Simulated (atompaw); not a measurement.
**u(r) = r·R(r): atom against pseudo-atom (arsenic (As))**

Columns: radius, all-electron u(r) and pseudo u(r) of the 4p shell (level -22.67 eV) of arsenic in the configuration [Ar] 3d10 4s2 4p1; PBE, scalar-relativistic, PAW (atompaw) scheme, atompaw 4.2.0.5.

```csv
r (bohr),all-electron,pseudo
0.067,0.1687,0.0016
0.135,0.1835,0.0064
0.202,0.0373,0.0145
0.269,-0.1352,0.0261
0.337,-0.2654,0.0415
0.404,-0.3300,0.0605
0.471,-0.3366,0.0835
0.538,-0.2987,0.1106
0.606,-0.2295,0.1423
0.673,-0.1431,0.1776
0.740,-0.0477,0.2166
0.808,0.0517,0.2596
0.875,0.1476,0.3048
0.942,0.2387,0.3521
1.010,0.3244,0.4014
1.077,0.4009,0.4503
1.144,0.4694,0.4985
1.212,0.5304,0.5455
1.279,0.5824,0.5890
1.346,0.6265,0.6287
1.413,0.6632,0.6636
1.481,0.6934,0.6934
1.548,0.7167,0.7167
1.615,0.7340,0.7340
1.683,0.7461,0.7461
1.750,0.7529,0.7529
```

Question: How many radial nodes do the two functions have?

Answer: The all-electron 4p function has n − l − 1 = 2; the pseudo-wave has 0, since the states of the same l below it are removed with the core.

Question: At about which radius was the pseudo-wave matched?

Answer: 1.50 bohr. The columns agree to 0.0005 from 1.41 bohr on; several derivatives are matched, so the curves merge somewhat inside the radius.

Question: Is the pseudo-wave norm-conserving?

Answer: No, it belongs to a PAW set: the norm inside the radius is not constrained, and the difference is carried by the augmentation charge.
